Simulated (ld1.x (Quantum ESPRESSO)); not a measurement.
## Plane-wave convergence, ultrasoft potential for calcium

* Element: Ca (Z = 20)
* Generator: ld1.x (Quantum ESPRESSO) 7.5
* Type: ultrasoft
* Functional: PBE
* Relativity: scalar-relativistic
* Frozen core: [Ne]
* Valence charge: 10
* Reference configuration: 3s2 3p6 3d0 4s0 4p0 (charge +2)
* Partial waves: 3s (bound): rcut 2.00, rcutus 2.30 bohr; 4s (bound, empty): rcut 2.00, rcutus 2.30 bohr; 3p (bound): rcut 1.95, rcutus 2.15 bohr; 4p (bound, empty): rcut 1.95, rcutus 2.15 bohr; 3d (bound, empty): rcut 3.05, rcutus 3.35 bohr; 3d channel at -0.8 Ry: rcut 3.05, rcutus 3.35 bohr
* Local potential: all-electron potential smoothed inside 3.30 bohr (lloc = -2)
* Core correction: a·sin(br)/r model core inside 2.25 bohr
* Augmentation charge: PSQ, radius 1.70 bohr

The pseudo-atom Hamiltonian at the reference potential is diagonalised in spherical Bessel functions j_l(qr) that vanish at 20 bohr, with q² up to the cutoff. All-electron valence levels (Ry): 3s -4.5743, 4s -1.0686, 3p -3.1648, 4p -0.7838, 3d -1.1711.

Question: How do the lowest levels (Ry) of each channel move with the cutoff, and are there ghosts?

Answer:

```csv
cutoff (Ry),s #1,s #2,p #1,p #2,d #1,d #2,f #1,Σ f·Δε (mRy)
8,-4.5679,-0.9654,-3.0739,-0.6838,-1.1704,-0.3843,-0.2626,558.5
12,-4.5739,-1.0289,-3.1498,-0.7054,-1.1710,-0.4096,-0.2626,91.2
18,-4.5741,-1.0672,-3.1642,-0.7382,-1.1711,-0.4183,-0.2626,4.3
21,-4.5742,-1.0682,-3.1644,-0.7572,-1.1711,-0.4188,-0.2626,2.5
30,-4.5742,-1.0684,-3.1648,-0.7831,-1.1711,-0.4190,-0.2626,0.6
40,-4.5743,-1.0686,-3.1648,-0.7834,-1.1711,-0.4190,-0.2626,0.3
400,-4.5743,-1.0687,-3.1648,-0.7839,-1.1711,-0.4190,-0.2626,0.0
```

Result: no extra level below or beside the all-electron valence levels (s, p, d, f tested); 10 mRy is reached at 18 Ry and 1 mRy at 30 Ry.

Test run stopped at test 1 of 7 (negative rho).
